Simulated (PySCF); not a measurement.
**Potential energy of Tl₂⁺ along the bond**

Set-up: Tl def2-SVP with ECP60; scalar-relativistic core potentials (PySCF 2.14). Energies in eV from Tl⁺ + Tl in their ground configurations at the same level. State: ²Σg⁺ (doublet), unpaired electrons σ ↑.

All columns are BHandHLYP.

```csv
R (Å),E (eV),HOMO (eV),LUMO (eV),Mayer bond order,⟨S²⟩
3.163,-1.086,-9.52,-6.33,0.56,0.76
3.310,-1.198,-9.43,-6.17,0.54,0.76
3.457,-1.259,-9.32,-6.04,0.53,0.76
3.568,-1.281,-9.23,-5.94,0.52,0.76
3.678,-1.288,-9.14,-5.86,0.52,0.76
3.788,-1.284,-9.05,-5.82,0.51,0.75
3.936,-1.265,-8.93,-5.76,0.51,0.75
4.119,-1.227,-8.77,-5.68,0.51,0.75
4.340,-1.170,-8.59,-5.59,0.50,0.75
4.634,-1.085,-8.35,-5.46,0.50,0.75
```

These are scalar-relativistic numbers at best; spin–orbit coupling would shift them, the dissociation energy most. The state is the lowest determinant that a PBE0 search found; another state may lie lower at other levels.
